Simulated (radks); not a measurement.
The numbers below are computed, except where a source is named.
Spherical quantum dot in the effective-mass picture: electrons in a hard-walled sphere of radius 1.66, with a point charge +2 (a donor) at the centre, all in effective atomic units (hartree* = m*/eps^2 hartree, bohr* = eps/m* bohr), one dielectric constant everywhere. Level of theory: non-relativistic Kohn-Sham, r2SCAN, spin-polarised, spherical densities, generalised Kohn-Sham scheme (a radial shooting solver with Libxc functionals). Levels are named by radial order and angular momentum (1s, 1p, 1d, 2s, ...), and open shells are averaged over m.

N = 37, configuration 1s2 1p6 1d10 2s2 1f14 1g(up 3, down 0). This is the lowest configuration that the search found. Occupied and some empty levels:

level    occupation  eigenvalue (hartree*)  <r> (bohr*)
1s up             1                 29.105       0.9833
1s down           1                 29.153       0.9763
1p up             3                 30.430        1.112
1p down           3                 30.502        1.109
1d up             5                 32.281        1.168
1d down           5                 32.367        1.166
2s up             1                 33.444       0.6923
2s down           1                 33.479       0.6972
1f up             7                 34.710        1.208
1f down           7                 34.809        1.207
1g up             3                 37.684        1.239
1g down           0                 37.793        1.239
2p up             0                 38.134       0.8428
2p down           0                 38.169       0.8442
1h up             0                 41.174        1.266
1h down           0                 41.293        1.266
3s up             0                 42.015       0.8108
3s down           0                 42.056       0.8111
2d up             0                 42.385       0.9360
2d down           0                 42.430       0.9363

Energy (hartree*): total 702.962, kinetic 274.37, external -72.926, Hartree 543.53, exchange-correlation -42.015.

Electron density:

r (bohr*)  n(r) (e/bohr*^3)
0.0883                6.901
0.171                 4.923
0.254                 3.509
0.336                 2.515
0.419                 1.851
0.501                 1.455
0.584                 1.298
0.667                 1.351
0.749                 1.597
0.832                 2.006
0.915                 2.517
0.997                 3.039
1.08                  3.451
1.16                  3.615
1.25                  3.417
1.33                  2.815
1.41                  1.923
1.49                 0.9655
1.58                 0.2540
1.66              0.0006825
